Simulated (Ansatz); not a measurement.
Reactions of `B[Si](C)(F)Cl`.

Gas-phase electronic energies from Ansatz, PBE0-D4/def2-TZVP geometries. CCSD(T)/CBS adds triple-zeta CCSD(T) − MP2 to the extrapolated MP2 energy (def2 sets, frozen cores). This one scheme is used for every species. DFT in def2-TZVPP. def2 core potentials past Kr. For Ge, Se, Te outer-core shells are correlated without core-valence functions, which leaves a few kJ/mol of doubt a bond. Scalar relativity is left out up to krypton. Each species was taken in one conformer, which may not be the lowest.

```csv
reaction,CCSD(T)/CBS(def2) (eV)
`B[Si](C)(F)Cl` + H–F → `C[Si](F)(F)Cl` + BH₃,-1.79
`B[Si](C)(F)Cl` + `C=C(N)O` → `BOC(=C)N` + `C[SiH](F)Cl`,-1.57
`B[Si](C)(F)Cl` + `C=C[SiH2]N` → `BN[SiH2]C=C` + `C[SiH](F)Cl`,-1.74
`B[Si](C)(F)Cl` + `S[SiH2]S` → `CS[SiH2]S` + `B[SiH](F)Cl`,0.63
`B[Si](C)(F)Cl` + `O[CH2][GeH3]` → `BO[CH2][GeH3]` + `C[SiH](F)Cl`,-1.83
`B[Si](C)(F)Cl` + `[SiH3][GeH3]` → `C[SiH2][GeH3]` + `B[SiH](F)Cl`,0.16
`B[Si](C)(F)Cl` + `O[SiH](O)F` → `BO[SiH](O)F` + `C[SiH](F)Cl`,?
`B[Si](C)(F)Cl` + `CBS` → `BSBC` + `C[SiH](F)Cl`,-1.02
`B[Si](C)(F)Cl` + H₂Se → `C[Si](F)(Cl)[SeH]` + BH₃,?
`B[Si](C)(F)Cl` + H₂Te → `B[TeH]` + `C[SiH](F)Cl`,?
```

Question: Fill in the missing values. (An estimate is asked.)

Answer: The calculation gave: `B[Si](C)(F)Cl` + `O[SiH](O)F` → `BO[SiH](O)F` + `C[SiH](F)Cl`: -1.61 eV; `B[Si](C)(F)Cl` + H₂Se → `C[Si](F)(Cl)[SeH]` + BH₃: -0.89 eV; `B[Si](C)(F)Cl` + H₂Te → `B[TeH]` + `C[SiH](F)Cl`: -1.11 eV.

Largest T1 diagnostic: 0.015, for `B[TeH]`.
